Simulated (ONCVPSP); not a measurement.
**Potentials for manganese (Mn) compared**

Generated with ld1.x 7.5 (TM, RRKJ, ultrasoft, PAW), atompaw 4.2 or ONCVPSP 4.0.1. The cutoff is in Ry: for ld1.x and atompaw files where the sum of valence levels is converged to 10 mRy in a Bessel basis, for ONCV files where the hardest occupied wave has 1 mHa per electron of residual kinetic energy. The error is the largest all-electron minus pseudo excitation energy over each file’s own four to seven test configurations (ionisations up to +4, promotions, holes and added fractions of an electron), all of which were solved. The labels leave out finer settings (local radius, basis sizes, second energies), which also bear on the numbers. Spin-polarised tests are not counted. The rows are a selection from randomly drawn settings: files with unsolved tests, undetermined cutoffs or missed reference levels are left out.

A true bound ghost makes a file unfit for plane-wave use even where its test errors are small: the radial tests pick states by their node count and pass the ghost by.

| potential | cutoff (Ry) | largest error (meV) | bound ghosts |
| --- | --- | --- | --- |
| ONCV, BLYP, scalar-relativistic, rc 1.65/0.80/1.75 (spd), local smoothed, core correction yes, reference 3s2 3p6 3d5 4s1, qcut 8.9/11.2/9.5, projectors 2/2/2 | 101 | -123 | none |
| ONCV, LDA (Perdew-Wang 92), scalar-relativistic, rc 1.20/0.90/1.05 (spd), local smoothed, core correction yes, reference 3s2 3p6 3d5, qcut 11.6/8.5/17.6, projectors 2/2/2 | 192 | +4.6 | none |
| ONCV, PBE, scalar-relativistic, rc 2.45/0.85/1.70 (spd), local smoothed, core correction yes, reference 3p6 3d5 4s2, qcut 3.1/10.4/8.1, projectors 2/2/3 | 112 | -337 | s |
| ONCV, PBEsol, non-relativistic, rc 1.25/1.40/1.55 (spd), local smoothed, core correction yes, reference 3s2 3p6 3d5.5 4s1.5, qcut 8.9/12.4/11.8, projectors 2/2/1 | 94 | -2.3 | none |
| ONCV, LDA (Perdew-Wang 92), non-relativistic, rc 2.60/0.85/1.50 (spd), local smoothed, core correction yes, reference 3p6 3d5 4s2, qcut 2/8.3/11.3, projectors 1/2/2 | 212 | +135 | s |
| ONCV, PBE, scalar-relativistic, rc 1.15/1.00/1.40 (spd), local smoothed, core correction no, reference 3s2 3p6 3d4, qcut 12.6/12.7/12.8, projectors 3/3/2 | 115 | +45 | none |
| ONCV, PBE, fully relativistic, rc 1.50/0.85/1.65 (spd), local smoothed, core correction yes, reference 3s2 3p6 3d5 4s2, qcut 6.5/9.9/8.6, projectors 2/2/2 | 92 | +47 | none |
| ONCV, revPBE, fully relativistic, rc 1.65/1.15/1.05 (spd), local smoothed, core correction no, reference 3s2 3p6 3d5 4s2, qcut 6.6/9.5/12.9, projectors 2/2/3 | 149 | +35 | none |

Q: Fill in the row for Mn: ONCV, PBEsol, scalar-relativistic, rc 1.70/1.00/1.15 (spd), local smoothed, core correction yes, reference 3s2 3p6 3d5 4s2, qcut 8/7.5/13.3, projectors 2/1/2.

A: cutoff 130 Ry, largest error +63 meV, bound ghosts: none.
